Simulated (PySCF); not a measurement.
Vertical excitations of a molecule C3H7BO2 from TDDFT-PBE/def2-SVPD (PySCF 2.14.0), as energy in eV (oscillator strength): 2.53 (0.000), 4.71 (0.001), 4.92 (0.003), 5.59 (0.109), 5.67 (0.001), 5.87 (0.019), 6.17 (0.009), 6.17 (0.000), 6.44 (0.000), 6.52 (0.000). Lowest triplet (TDA): 1.88 eV. Coordinates come from a PBE0-D3(BJ)/def2-SVP optimisation. Other conformers were not sampled.

Identify the compound among the candidates.
A) CB(C=O)CO
B) COB(C)C=O
C) CB(O)CC=O
D) C=CCB(O)O

B, COB(C)C=O
